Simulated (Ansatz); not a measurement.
Total energies of `[SiH3]BCBr`.

Cartesian coordinates in Å:
```
Si -0.3177 0.5161 -1.4406
B 0.2574 -0.6871 0.0632
C -0.1083 -0.3641 1.5421
Br 1.6906 0.4750 1.4279
H -1.4693 -0.1060 -2.1600
H -0.7705 1.8485 -0.9438
H 0.7610 0.7392 -2.4426
H 0.8023 -1.7305 -0.1484
H -0.0474 -1.1283 2.3117
H -0.7981 0.4371 1.7906
```

Total charge 0; spin multiplicity 1. Correlated methods include outer-core shells of Br, which these sets cover unevenly. Scalar relativity is left out up to krypton. The geometry is a stationary point of PBE0-D4/def2-TZVP. It is one conformer, not always the lowest. Basis def2-TZVPP, Ansatz 0.2.0.

RPA on PBE orbitals: Hartree–Fock energy of these orbitals -2927.34547 Eh, correlation -1.16706 Eh (frozen core).

```csv
functional,energy without D4 (Eh),D4 term (kJ/mol)
CAM-B3LYP,-2930.30237,-19.3
LC-ωPBE,-2929.72471,–
```

(1) Give the same for LDA (SPW92), PBE, revPBE, BLYP, r2SCAN, B97M-V, PBE0, B3LYP, r2SCANh, r2SCAN0, HSE06 (plane-wave form), BHLYP, ωB97X-V, ωB97M-V, B2PLYP, PBE-QIDH. (Best estimate.)

B3LYP takes the VWN-RPA correlation (the form of Gaussian; ORCA's B3LYP/G). HSE06 is the plane-wave form, built on full-range PBE exchange. The double hybrids freeze the cores in their second-order part.

Answers

(1) The calculation gave: 
```json
{"functional": "LDA (SPW92)", "energy without D4 (Eh)": "-2924.80285", "D4 term (kJ/mol)": "–"}
{"functional": "PBE", "energy without D4 (Eh)": "-2929.57396", "D4 term (kJ/mol)": "-22.2"}
{"functional": "revPBE", "energy without D4 (Eh)": "-2929.91669", "D4 term (kJ/mol)": "-63.7"}
{"functional": "BLYP", "energy without D4 (Eh)": "-2930.19297", "D4 term (kJ/mol)": "-48.7"}
{"functional": "r2SCAN", "energy without D4 (Eh)": "-2930.13126", "D4 term (kJ/mol)": "-5.2"}
{"functional": "B97M-V", "energy without D4 (Eh)": "-2929.69432", "D4 term (kJ/mol)": "–"}
{"functional": "PBE0", "energy without D4 (Eh)": "-2929.70959", "D4 term (kJ/mol)": "-18.8"}
{"functional": "B3LYP", "energy without D4 (Eh)": "-2930.27771", "D4 term (kJ/mol)": "-36.2"}
{"functional": "r2SCANh", "energy without D4 (Eh)": "-2930.12757", "D4 term (kJ/mol)": "-5.6"}
{"functional": "r2SCAN0", "energy without D4 (Eh)": "-2930.12315", "D4 term (kJ/mol)": "-6.3"}
{"functional": "HSE06 (plane-wave form)", "energy without D4 (Eh)": "-2929.70262", "D4 term (kJ/mol)": "-17.7"}
{"functional": "BHLYP", "energy without D4 (Eh)": "-2930.16859", "D4 term (kJ/mol)": "-29.3"}
{"functional": "ωB97X-V", "energy without D4 (Eh)": "-2929.92098", "D4 term (kJ/mol)": "–"}
{"functional": "ωB97M-V", "energy without D4 (Eh)": "-2930.00452", "D4 term (kJ/mol)": "–"}
{"functional": "B2PLYP", "energy without D4 (Eh)": "-2929.64353", "D4 term (kJ/mol)": "–"}
{"functional": "PBE-QIDH", "energy without D4 (Eh)": "-2929.30595", "D4 term (kJ/mol)": "–"}
```

LC-ωPBE has ω = 0.4 bohr⁻¹.
